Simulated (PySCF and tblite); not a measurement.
Results of a calculation; reference values are marked as such.
C5H4O3, numbered as in [O:1]=[CH:2][c:3]1[cH:4][cH:5][c:6]([OH:7])[o:8]1. Conformers came from 90 starts (ETKDG and KDG, MMFF94s, GFN2-xTB); geometries are GFN2-xTB. Free energies are B3LYP-D3(BJ)/pcSseg-1 (IEF-PCM, chloroform) single points with GFN2-xTB rigid-rotor and vibrational terms (modes under about 100 cm⁻¹ blended into free rotors). Symmetry numbers and mirror images are counted. Conformers within 2.5 kcal/mol (GFN2-xTB free energy) were kept, 6 at most. GIAO shieldings: B3LYP/pcSseg-1 (IEF-PCM, chloroform). Shifts are against TMS (¹H), TMS (¹³C) at the same level. Programs: PySCF with density fitting and tblite.

Torsions listed: O1–C2–C3–O8, O8–C6–O7–H7.

| conformer | shape | point group | mirror pair | ΔE(DFT) | Δ(G−E) at 350 K | δ C4 (ppm) |
| --- | --- | --- | --- | --- | --- | --- |
| 1 | 0°, 0° | Cs | no | 0.00 | 0.00 | 139.8 |
| 2 | 180°, 0° | Cs | no | 0.27 | -0.03 | 132.0 |

Energies in kcal/mol; the thermal term leaves out symmetry numbers and mirror images.

(1) Work out the weights at 350 K and the ¹³C shift of C4 under fast exchange.

Other tautomers (keto or thione forms) aren't considered and may dominate.

Answers

(1) RT = 0.696 kcal/mol. Each conformer gets RT ln(σ/g), with σ the rotational symmetry number and g = 2 for a mirror pair: 1: σ = 1, g = 1, G = 0.00 + 0.00 + 0.00 = 0.00, 0.00 above the lowest, exp(−ΔG/RT) = 1.000; 2: σ = 1, g = 1, G = 0.27 − 0.03 + 0.00 = 0.23, 0.23 above the lowest, exp(−ΔG/RT) = 0.717. The sum is 1.717, so the weights are 58.2, 41.8 %. The averaged shift is 136.6 ppm. At 298.15 K it is 136.7 ppm. At 298.15 K the leading conformer alone gives 139.8 ppm and bare DFT energies give 136.8 ppm.


Conformer gaps in pcSseg-1 on xTB geometries can be 2 kcal/mol off for S=O, P=O and other polar bonds.